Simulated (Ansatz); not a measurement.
Input file for Ansatz (an electronic-structure program): R-CCSD(T)/aug-cc-pVDZ on H2 (SMILES [H][H]) with ghost functions, monomers drawn apart or pushed together.

Ansatz 0.2 input:
```yaml
crystal:
  periodic: [false, false, false]
  atoms:
    - {symbol: H, position_ang: [0.60093069, 0.33963891, 4.58302739]}
    - {symbol: H, position_ang: [0.69128720, 0.01341478, 5.24651856]}
basis:
  gaussian:
    orbitals: aug-cc-pVDZ
    ghost_atoms:
      - {symbol: C, position_ang: [-0.44483365, -0.67094045, -0.35147418]}
      - {symbol: F, position_ang: [-0.20248953, 0.62266990, 0.09831044]}
      - {symbol: H, position_ang: [0.10371682, -0.82652412, -1.28111512]}
      - {symbol: H, position_ang: [-0.10544192, -1.37532102, 0.40875581]}
      - {symbol: H, position_ang: [-1.51571776, -0.78801950, -0.52142529]}
magnetization: {spin_polarized: false}
correlation: {method: ccsd_t, electrons: outside_noble_gas}
scf: {lower_state_search: off}
```

The log:

```
WARN ansatz: RAYON_NUM_THREADS=1 ignored (pool sized by the plan → 1); use --threads N
Functional definition: HF
these checks for a lower state are left out or cut short: stability, starts, cluster_reference, orbital_swaps, neighbouring_geometries, increment
integrals: 0.08 GiB planned
669 factors; integrals over basis functions are off by at most 9.3e-4 eV
mean field: 0.09 GiB planned
mean field evaluation 1: about -30.6236 eV, gradient 3.8e0 eV
mean field evaluation 2: about -30.6227 eV, gradient 3.8e0 eV
mean field evaluation 4: about -30.7168 eV, gradient 5.8e-2 eV
mean field evaluation 8: about -30.7168 eV, gradient 7.7e-8 eV
mean field -30.71684933 eV, -1.1288233921 hartree, gradient 1.4e-7 eV, S^2 0.000000; 0 other end points of the search recorded, 0 dependent functions left out
reference -30.71684933 eV, -1.1288233921 hartree; 1, 1 occupied and 90, 90 virtual orbitals, 669 factors
second order -0.74408966 eV of doubles, -0.00000000 eV of singles
coupled cluster: 0.28 GiB planned
cycle   1  -0.90955217 eV  change   -1.7e-1 eV  update   2.6e-2
cycle   2  -0.97606362 eV  change   -6.7e-2 eV  update   9.1e-3
cycle   3  -0.97715770 eV  change   -1.1e-3 eV  update   1.2e-3
cycle   4  -0.97721406 eV  change   -5.6e-5 eV  update   1.6e-4
cycle   5  -0.97718260 eV  change    3.1e-5 eV  update   2.3e-5
cycle   6  -0.97718001 eV  change    2.6e-6 eV  update   6.5e-6
cycle   7  -0.97718179 eV  change   -1.8e-6 eV  update   1.6e-6
perturbative correction 0.00000000 eV, 0.0000000000 hartree
Total energy: -31.69403112 eV, -1.1647341606 hartree
Checks for a lower state left out: stability, starts, cluster_reference, orbital_swaps, neighbouring_geometries, increment
```

The calculation finished and met its thresholds.

Cost: roughly 0.7 core-seconds.
